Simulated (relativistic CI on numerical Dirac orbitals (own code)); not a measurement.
Slater and spin-orbit integrals, Nd⁹⁺

Computed by Dirac-Coulomb-Breit CI, orbitals from a KLI potential per configuration, QED by a radiative potential, unscaled Slater integrals (own radial code, finite nucleus).

Slater integrals F^k, G^k are unscaled and averaged over j, outside the closed core [Kr] 4d10; ζ comes from projecting the Hamiltonian with its Breit term on Σ l·s of the shell.

- 4f2 5s2 5p: F^2(4f,4f) = 120210, F^4(4f,4f) = 76345, F^6(4f,4f) = 55196, ζ(4f) = 1001.2, F^2(4f,5p) = 60266, G^2(4f,5p) = 27662, G^4(4f,5p) = 22814, ζ(5p) = 25696 cm⁻¹; <r>(4f) = 0.8206, <r^2>(4f) = 0.8096, <r>(5p) = 1.428, <r^2>(5p) = 2.273 (bohr units).
- 4f 5s2 5p2: ζ(4f) = 1098.2, F^2(5p,5p) = 76110, F^2(4f,5p) = 60491, G^2(4f,5p) = 26677, G^4(4f,5p) = 22245, ζ(5p) = 26676 cm⁻¹; <r>(4f) = 0.7975, <r^2>(4f) = 0.7615, <r>(5p) = 1.41, <r^2>(5p) = 2.218 (bohr units).
- 4f3 5s2: F^2(4f,4f) = 116170, F^4(4f,4f) = 73612, F^6(4f,4f) = 53169, ζ(4f) = 906.27 cm⁻¹; <r>(4f) = 0.8444, <r^2>(4f) = 0.8605 (bohr units).

Averages of the first 10 configurations, taken without configuration mixing, which lowers the lowest level and can move excited configurations by several eV; other configurations of the list can lie among them:

```json
{"Configuration": "4f2 5s2 5p", "Parity": "odd", "States": "546", "Average energy above the lowest level (eV)": "8.7"}
{"Configuration": "4f 5s2 5p2", "Parity": "odd", "States": "210", "Average energy above the lowest level (eV)": "7.8"}
{"Configuration": "4f3 5s2", "Parity": "odd", "States": "364", "Average energy above the lowest level (eV)": "13.8"}
{"Configuration": "4f2 5s 5p2", "Parity": "even", "States": "2730", "Average energy above the lowest level (eV)": "31.3"}
{"Configuration": "4f 5s 5p3", "Parity": "even", "States": "560", "Average energy above the lowest level (eV)": "32.1"}
{"Configuration": "4f2 5s2 5d", "Parity": "even", "States": "910", "Average energy above the lowest level (eV)": "43.9"}
{"Configuration": "4f4 5s", "Parity": "even", "States": "2002", "Average energy above the lowest level (eV)": "41.7"}
{"Configuration": "5s2 5p2 5d", "Parity": "even", "States": "150", "Average energy above the lowest level (eV)": "47.5"}
{"Configuration": "4f3 5s 5p", "Parity": "even", "States": "4368", "Average energy above the lowest level (eV)": "34.6"}
{"Configuration": "4f 5s2 5p 5d", "Parity": "even", "States": "840", "Average energy above the lowest level (eV)": "43.4"}
```
